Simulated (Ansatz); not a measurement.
BrCdH (SMILES [Br][CdH]) moved off its minimum; all values from Ansatz (a first-principles code), cores frozen in correlated methods. Elements past Kr take the def2 small-core potentials, without spin–orbit coupling.
(charge 0, multiplicity 1)
```xyz
3

Cd     0.1061    -0.0374    -0.9325
H      0.1210    -0.0033    -2.6324
Br     0.1532    -0.0982     1.4301
```

Give the forces (eV/Å), the total energy and the dipole at CCSD(T)/def2-TZVPPD.


| atom | Fx | Fy | Fz |
|---|---|---|---|
| Cd1 | 0.035 | 0.023 | -1.373 |
| H2 | -0.032 | -0.006 | 0.557 |
| Br3 | -0.003 | -0.017 | 0.816 |
Energy -2740.5336 hartree, dipole 1.89 D.
